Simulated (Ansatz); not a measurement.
# A relaxation, step by step

Si3N2H11O, doublet, PBE0-D4/def2-TZVP (Ansatz 0.2.0). Settings:

```yaml
hamiltonian: {xc: pbe0, dispersion: d4}
relax: {f_tol: 0.005, max_steps: 200}
```

Start, a step off a saddle point along its unstable mode:

```
17
angstrom
Si 0.7311 0.2320 1.0255
N 0.6865 -1.0178 -0.2778
Si 0.3348 -0.5318 -1.8961
N -0.5549 1.3280 0.6094
Si -2.2229 0.8970 0.6891
H 0.3756 -0.4951 2.2794
H 2.1490 -1.0073 0.3001
O 2.6364 -0.7665 0.9763
H 0.2197 -1.8708 0.0141
H 1.1960 0.6464 -2.1973
H 0.6758 -1.6324 -2.8408
H -1.0938 -0.1747 -2.0928
H -0.3095 2.2930 0.5148
H -2.8640 1.3073 1.9629
H -2.2970 -0.5902 0.5898
H -2.9869 1.5054 -0.4259
H 3.3241 -0.1226 0.7691
```

```
               step  energy less the last (meV)  largest force component (eV/Å)
                  1                      1237.0                           7.401
 8 (rejected trial)                       185.7                           0.839
15 (rejected trial)                       116.5                           1.287
                 22                        83.8                           0.076
                 29                        83.2                           0.010
                 36                        83.1                           0.022
                 43                        82.0                           0.094
                 50                        71.2                           0.245
                 57                        50.6                           0.285
                 64                        35.3                           0.120
                 71                        23.8                           0.130
                 78                         8.7                           0.255
                 85                         0.7                           0.075
                 92                         0.2                           0.010
                 99                         0.0                           0.008
                102                         0.0                           0.004
```

Step 50, positions (Å) and forces (eV/Å):

```csv
atom,x,y,z,Fx,Fy,Fz
Si1,0.400,0.244,1.117,0.004,-0.025,-0.020
N2,0.574,-0.844,-0.204,-0.056,0.022,-0.008
Si3,0.129,-0.524,-1.848,0.014,-0.001,0.019
N4,-0.841,1.373,0.707,-0.007,0.013,0.000
Si5,-2.540,1.054,0.586,0.008,0.001,-0.002
H6,0.081,-0.549,2.345,0.007,0.009,0.001
H7,3.100,-0.426,0.366,0.092,-0.220,0.053
O8,3.454,-1.312,0.525,0.084,0.245,0.104
H9,1.123,-1.678,-0.036,0.040,0.007,0.006
H10,0.705,0.760,-2.332,-0.003,0.004,-0.013
H11,0.654,-1.638,-2.677,-0.003,-0.001,-0.006
H12,-1.347,-0.446,-2.016,-0.003,0.002,0.003
H13,-0.554,2.340,0.649,-0.007,-0.016,-0.003
H14,-3.309,1.706,1.682,0.001,0.001,0.003
H15,-2.703,-0.417,0.679,0.000,0.001,0.002
H16,-3.095,1.545,-0.704,-0.004,-0.001,0.001
H17,4.168,-1.188,1.160,-0.165,-0.040,-0.140
```

Last step (102):

```tsv
atom	x (Å)	y (Å)	z (Å)
Si1	0.2463	-0.0803	0.8494
N2	0.9306	-0.6528	-0.6173
Si3	0.2499	-0.5221	-2.2004
N4	-0.9604	1.0875	0.4565
Si5	-2.5700	1.2485	1.0730
H6	-0.4571	-1.1178	1.6685
H7	3.0780	-0.3698	1.3981
O8	3.5192	-1.0421	0.8652
H9	1.8712	-1.0229	-0.5319
H10	0.1429	0.8915	-2.6620
H11	1.1356	-1.2534	-3.1433
H12	-1.1178	-1.1032	-2.2470
H13	-0.6460	1.8376	-0.1463
H14	-2.7188	2.4442	1.9477
H15	-2.8713	0.0276	1.8586
H16	-3.5452	1.3870	-0.0424
H17	3.7128	-1.7593	1.4735
```

Time: 2.3 min of wall clock on 4 CPU threads of an AMD EPYC 7R13 and a share of one NVIDIA H100; the host was shared. Peak host memory: 1 GiB.
